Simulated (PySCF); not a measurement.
# Telling isomers of C₆H₅F₃N₂ apart by NMR

Level of theory: GIAO PBE0/pcSseg-1 shieldings, GFN2-xTB geometry, in PySCF 2.14.0 with density-fitted response routines (rapidly exchanging positions averaged, no solvent, a single conformation, no relativistic terms).

Shifts are taken against calculated references (same method and geometry level): $^{1}$H (31.72 ppm), $^{13}$C (186.93 ppm) against TMS. Splittings of carbon signals by F and P are missing where no couplings were computed. Where no couplings were computed, multiplicities follow the n + 1 count of equivalent neighbours, and m marks all less simple cases (inequivalent or close neighbours, rings, F or P nearby). Shifts are as computed. Against solution values, carbons near 30 ppm lie about +3 ppm off and those near 130 ppm about +5 ppm. Of 1211 compounds with measured shifts, 218 miss one by over three times the rms of a fit or turn the order of signals round; such compounds aren't used in these exercises.

(1) Tabulate the signals of `Cc1ccc(C(F)(F)F)nn1`, `Cc1cc(C(F)(F)F)cnn1`, `Cc1nnccc1C(F)(F)F` and their relative energies.

(2) What is the quickest way to tell Cc1ccc(C(F)(F)F)nn1 from Cc1cc(C(F)(F)F)cnn1?

(3) What is the quickest way to tell Cc1cc(C(F)(F)F)cnn1 from Cc1nnccc1C(F)(F)F?

(4) What is the quickest way to tell Cc1ccc(C(F)(F)F)nn1 from Cc1nnccc1C(F)(F)F?

Answers

(1) 
| SMILES | carbon types | δC | δH | E rel. (kcal/mol) |
| --- | --- | --- | --- | --- |
| Cc1ccc(C(F)(F)F)nn1 | 3×C 2×CH 1×CH3 | 165.9, 155.9, 132.3, 130.5, 130.2, 25.2 | 7.88 (m, 1H), 7.58 (d, 1H), 3.10 (s, 3H) | 0.2 |
| Cc1cc(C(F)(F)F)cnn1 | 3×C 2×CH 1×CH3 | 164.3, 149.2, 133.5, 133.1, 125.8, 25.3 | 9.74 (m, 1H), 7.62 (m, 1H), 3.15 (s, 3H) | 0.0 |
| Cc1nnccc1C(F)(F)F | 3×C 2×CH 1×CH3 | 161.0, 154.6, 133.5, 131.6, 125.3, 23.4 | 9.77 (d, 1H), 7.58 (m, 1H), 3.31 (s, 3H) | 0.2 |

Energies are electronic energies at PBE0/pcSseg-1 on these geometries, without zero-point or thermal terms, each for the one conformer computed, which needn't be the lowest.

(2) Both give the same number of carbon signals, with the same numbers of each carbon type, so the positions decide. The first has a substituted aromatic carbon next to a ring nitrogen (C) at 155.9 ppm, the second an aromatic CH next to a ring nitrogen at 149.2 ppm. Their most deshielded carbons lie at 165.9 and 164.3 ppm. In the proton spectra the most deshielded non-exchanging signals are 7.88 (m, 1H) and 9.74 (m, 1H).

(3) Both give the same number of carbon signals, with the same numbers of each carbon type, so the positions decide. The first has an aromatic CH next to a ring nitrogen at 149.2 ppm, the second an aromatic CH next to a ring nitrogen at 154.6 ppm. Their most deshielded carbons lie at 164.3 and 161.0 ppm.

(4) Both give the same number of carbon signals, with the same numbers of each carbon type, so the positions decide. The first has an aromatic CH at 130.5 ppm, the second an aromatic CH next to a ring nitrogen at 154.6 ppm. Their most deshielded carbons lie at 165.9 and 161.0 ppm. In the proton spectra the most deshielded non-exchanging signals are 7.88 (m, 1H) and 9.77 (d, 1H).
